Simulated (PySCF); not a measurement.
F₄S, SMILES FS(F)(F)F (connectivity only; charge and spin as stated), charge -1, multiplicity 2. Atoms are numbered in the order given.

```xyz
5

F     -0.2283     1.6134     0.0000
S      0.4278    -0.2586     0.0000
F      0.3319    -0.2667    -1.7734
F      0.3319    -0.2667     1.7734
F     -1.1961    -0.6203     0.0000
```
Charge -1, spin multiplicity 2.

Geometry: r2SCAN-D4/def2-SVPD. The spin state was assumed, not searched.

These are PBE0/pcH-1 in PySCF values and carry that method's errors.

Unrestricted Kohn–Sham, ⟨S²⟩ = 0.758. Hyperfine tensors hold the contact and dipolar terms, without spin-orbit corrections.

Computed hyperfine couplings:
| nucleus | A(iso) (MHz) | A(iso) (G) | dipolar principal values (MHz) |
|---|---|---|---|
| 19F no. 1 | 746.0 | 266.2 | -531.3, -528.1, 1059.3 |
| 33S no. 2 | 65.3 | 23.3 | -83.1, -70.1, 153.2 |
| 19F no. 3 | 23.4 | 8.3 | -88.1, -84.5, 172.6 |
| 19F no. 4 | 23.4 | 8.3 | -88.1, -84.5, 172.6 |
| 19F no. 5 | 205.9 | 73.5 | -148.9, -90.4, 239.3 |

**Question.** And the g tensor (effective nuclear charges for spin-orbit coupling, GIAO)? (An estimate is asked for; the answer gives what the named calculation found.)

**Answer.** principal values 2.0018, 2.0034, 2.0064; isotropic 2.0039.
